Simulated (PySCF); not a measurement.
**Electron correlation in Pb (lead, neutral)**

[Xe] 4f14 5d10 6s2 6p2, high-spin 3P determinant. All numbers are calculated (PySCF 2.14, a scalar-relativistic core potential, in aug-cc-pVTZ-PP with one added diffuse shell each of d, f type with ECP60MDF (6s5p5d3f, 67 functions)). Frozen: 5s2 5p6 5d10; 4 electrons correlated.

```csv
level,correlation energy (mhartree)
CCSD,-46.89
(T),-1.11
CCSD(T),-48.00
```

Diagnostics: T1 = 0.0077, D1 = 0.0191, largest double amplitude 0.053.

Spin-orbit coupling is strong in this species (close to jj coupling), so the high-spin LS determinant is a model state, not a physical level.

Cost of the coupled-cluster step: roughly 6 core-seconds, for 4 correlated electrons.

Spin-orbit coupling is strong in this species, so the high-spin LS determinant is a model state.
